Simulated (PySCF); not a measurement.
C3H7NSi, SMILES C1N([SiH3])CC=1.

The structure is a stationary point at ωB97X-D3(BJ)/def2-SVP. This is a generated structure with no PubChem entry under its InChIKey; it may be hypothetical.

These are PySCF with TDDFT-PBE/def2-SVPD values and carry that method's errors.

Vertical excitations. Isolated molecule, no solvent.

Computed excitation energies, oscillator strengths and character:
| state | energy (eV) | λ (nm) | f | main pairs |
|---|---|---|---|---|
| S1 | 4.54 | 273 | 0.003 | HOMO→LUMO+1 96 % |
| S2 | 5.17 | 240 | 0.009 | HOMO→LUMO+2 98 % |
| S3 | 5.21 | 238 | 0.069 | HOMO→LUMO+3 56 %, HOMO→LUMO 40 % |
| S4 | 5.52 | 225 | 0.087 | HOMO→LUMO 50 %, HOMO→LUMO+3 41 % |
| S5 | 5.61 | 221 | 0.015 | HOMO→LUMO+4 99 % |
| S6 | 5.92 | 210 | 0.022 | HOMO→LUMO+5 96 % |
| S7 | 6.08 | 204 | 0.002 | HOMO→LUMO+6 98 % |
| S8 | 6.71 | 185 | 0.020 | HOMO→LUMO+7 97 % |
| S9 | 6.88 | 180 | 0.056 | HOMO→LUMO+8 94 % |
| S10 | 6.92 | 179 | 0.001 | HOMO−1→LUMO+1 96 % |
| T1 | 3.73 | 333 | 0 | HOMO→LUMO 96 % |
| T2 | 4.40 | 282 | 0 | HOMO→LUMO+1 99 % |
| T3 | 5.06 | 245 | 0 | HOMO→LUMO+2 99 % |
| T4 | 5.19 | 239 | 0 | HOMO→LUMO+3 98 % |
Triplets are in the Tamm–Dancoff approximation, which puts them higher than full response would, so one can lie above its singlet here.
